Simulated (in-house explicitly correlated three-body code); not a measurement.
Results of a calculation; reference values are marked as such.
# Two electrons around a charge Z: the exact Kohn-Sham energy parts

The exact non-relativistic ground state comes from a variational code in 260 exponentially correlated functions, the Kohn-Sham parts from inverting its density (past Z = 6 the correlation energy is taken as exact minus Hartree-Fock, equal to within microhartrees), and self-consistent runs (Hartree-Fock is restricted) from a B-spline radial code. Z may be fractional; the second electron is bound down to Z = 0.911.

E_c tends to a constant and T_c to −E_c as Z grows.

| Z | E (Eh) | E_x (Eh) | E_c (mEh) | T_c (mEh) | −T_c/E_c | binding (eV) |
| --- | --- | --- | --- | --- | --- | --- |
| 0.935 | -0.443530 | -0.32687 | -45.23 | 26.29 | 0.581 | 0.1746 |
| 1.275 | ? | ? | ? | ? | ? | ? |
| 1.62 | -1.764925 | -0.78550 | -41.27 | 34.51 | 0.836 | 12.32 |
| 2.16 | -3.469572 | -1.12496 | -42.40 | 37.34 | 0.880 | 30.93 |
| 2.92 | -6.856244 | -1.60100 | -43.43 | 39.65 | 0.913 | 70.56 |
| 3.88 | ? | ? | ? | ? | ? | ? |
| 5.3 | -24.933565 | -3.08950 | -44.85 | 42.73 | 0.953 | 296.3 |
| 7 | -44.781445 | -4.15225 | -45.28 | 43.67 | 0.964 | 551.9 |

Question: What belongs in the row Z = 3.88?

Answer: E (Eh): -12.784904; E_x (Eh): -2.20158; E_c (mEh): -44.20; T_c (mEh): 41.33; −T_c/E_c: 0.935; binding (eV): 143.1.

Question: What belongs in the row Z = 1.275?

Answer: E (Eh): -0.981109; E_x (Eh): -0.56610; E_c (mEh): -40.51; T_c (mEh): 31.61; −T_c/E_c: 0.780; binding (eV): 4.58.

Question: Where is correlation strongest relative to exchange?

Answer: E_c/E_x falls from 0.138 at Z = 0.935 to 0.0109 at Z = 7, since exchange grows as Z while correlation stays near −0.045 hartree. The smaller −T_c/E_c at low Z marks the more static, in-out correlation of a loosely bound pair.
